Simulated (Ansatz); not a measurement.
The same path of GeH₃S (5 atoms, charge 0, multiplicity 2) was run 3 times with different band settings. Lost on the way: S1–H3. Made: Ge2–H3.

Level of theory: UHF/def2-mTZVP (Ansatz 0.2.0).

Relaxed end points:

```xyz
5
Properties=species:S:1:pos:R:3
S 1.135 -0.847 0.602
Ge -0.397 0.667 -0.003
H 0.282 -1.794 1.007
H -1.371 0.070 -1.038
H 0.401 1.831 -0.610
```

```xyz
5
Properties=species:S:1:pos:R:3
S 1.817 -0.972 -0.391
Ge -0.127 0.065 0.009
H -0.640 -0.526 1.325
H -1.109 -0.213 -1.130
H 0.109 1.571 0.146
```

Common settings: spring 5.0 eV/Å²; start path through a guess of the saddle point; force threshold 0.03 eV/Å; end points relaxed.

| run | movable images | climbing image | optimiser | iteration limit |
| --- | --- | --- | --- | --- |
| 1 | 5 | yes | quadratic models (default) | 35 |
| 2 | 1 | no | quadratic models (default) | 60 |
| 3 | 5 | yes | fire | 60 |

(1) What does each run give, and how far can it be trusted?

Answers

(1) Run 1: converged after 9 iterations, highest image 1.780 eV above the first end. Neighbouring images differ by up to 1.4 eV, so the band resolves the path poorly. A vibrational analysis at the climbing image gives one clearly imaginary mode, 1922i cm⁻¹: a first-order saddle point.
Run 2: converged after 12 iterations, highest image 0.533 eV above the first end. No image climbed, so the highest image needn't sit at the top of the path. A band with more images between the same ends climbed to 1.78 eV, so this one has probably stepped over the top. So few images can step over the top or miss a turn of the path.
Run 3: converged after 39 iterations, highest image 1.779 eV above the first end. Neighbouring images differ by up to 1.3 eV, so the band resolves the path poorly. Another band between the same ends (5 images) ends at a top of the same energy, where a vibrational analysis finds 1 clearly imaginary mode.
